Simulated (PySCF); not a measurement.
Compound: C₃H₄BBr.
Cartesian coordinates in Å at the PBE0-D3(BJ)/def2-SVP level; atoms count from 1:
```
atom  x, y, z in Å
C1    -1.5622    0.2583    0.0897
C2    -0.1303    0.0474    0.1104
C3     1.0800   -0.1233    0.1209
B4     2.5640   -0.3452    0.1355
Br5    3.7558    1.0989   -0.2449
H6    -1.8142    1.3203    0.2331
H7    -2.0633   -0.3314    0.8729
H8    -1.9752   -0.0590   -0.8813
H9     3.0693   -1.4098    0.3786
```

A calculation gives these core lines: B 1s: 196.80 eV; C 1s: 290.09 (area 1), 290.87 (area 1), 292.02 (area 1) eV.

Method used: delta-SCF UKS SCAN, pcX-2 on the ionised atom, pcseg-1 elsewhere, spin-free X2C in PySCF. Isolated species at its PBE0-D3(BJ)/def2-SVP geometry, gas phase.

Q: Order the carbon atoms by C 1s binding energy.

A: 290.09 eV: C3 (alkyne carbon); 290.87 eV: C2 (alkyne carbon); 292.02 eV: C1 (propargylic carbon). The listed C 1s values span 1.93 eV, from C3 (bonded to C (triple bond) and B) to C1 (bonded to C and 3 H).

Bonded neighbours of each site: C1: C and 3 H; C2: C (triple bond) and C; C3: C (triple bond) and B; B4: Br, C and H.

Q: Which photon wavelength matches the B 1s of B4 threshold?

A: λ = hc/E = 12398.42 eV Å / 196.80 eV = 63.000 Å.

The unrestricted hole states depart most from a pure doublet (⟨S²⟩ = 0.75; over 0.85 named) for C 1s of C2 (0.88) and B 1s of B4 (0.91), which makes these values less certain. No level of bromine is listed.
